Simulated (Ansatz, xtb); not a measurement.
Relative energy of two structures of AsH2Si+

Structure I is a singlet given by its coordinates and structure II is a singlet given by its coordinates. Both are isolated ions in the gas phase, relaxed with PBE0-D4/def2-TZVP.

I (Å):

| atom | x (Å) | y (Å) | z (Å) |
| --- | --- | --- | --- |
| As | 0.9355 | -0.8928 | 0.1134 |
| Si | 0.1976 | 0.9992 | 1.0881 |
| H | 1.4645 | -0.3552 | 1.5410 |
| H | 1.4819 | 0.5798 | -0.2607 |

Close contacts (Å): As1–Si2 2.25, As1–H3 1.61, As1–H4 1.61, Si2–H3 1.91, Si2–H4 1.91.

II (Å):

```xyz
4

As   -0.7414    1.3706    0.1040
Si    0.1698   -0.5055    0.2942
H     0.7617   -1.7809    0.7681
H    -0.4617    0.5728    1.5369
```

Close contacts (Å): As1–Si2 2.09, As1–H4 1.66, Si2–H3 1.48, Si2–H4 1.76.

Energies in hartree; the thermal terms are from PBE0-D4/def2-TZVP harmonic frequencies (ideal gas, rigid rotor, one conformer each, 298.15 K, 1 atm) and include the zero-point energy:

```
                                 I            II
E, CCSD(T)/def2-TZVPP  −2524.367324  −2524.356526
    zero-point energy      0.014762      0.014227
         H(298 K) − E      0.019085      0.018865
         G(298 K) − E     −0.011112     −0.011486
```

Work out ΔE, ΔE₀, ΔH and ΔG for I → II in kcal/mol (1 Eh = 627.51 kcal/mol) and the equilibrium ratio [II]/[I].

1. ΔE = −2524.356526 − (−2524.367324) = +0.010798 Eh = +6.78 kcal/mol.
2. ΔE₀ = ΔE + ΔZPE = +0.010798 + (−0.000535) Eh = +6.44 kcal/mol.
3. ΔH = ΔE + (−0.000220) Eh = +6.64 kcal/mol.
4. ΔG = ΔE + (−0.000374) Eh = +6.54 kcal/mol, so ΔS = (ΔH − ΔG)/T = +1.4 J/(mol K).
5. kT = 0.9442 mEh, so K = [II]/[I] = exp(−ΔG/kT) = exp(−11.04) ≈ 1.6 × 10^−5.

Structure I is favoured at this temperature. An error of 1 kcal/mol in ΔG would change K by a factor of 5.4. Mirror images and further conformers aren't counted.

Other levels gave ΔE = +7.3 (PBE0-D4/def2-TZVP); +9.1 (HF/def2-TZVPP); +5.2 (MP2/def2-TZVPP) kcal/mol. The correlated steps freeze 14 core orbitals; the filled d shell of As is correlated, in a basis made for valence electrons. Programs: Ansatz 0.2.0.
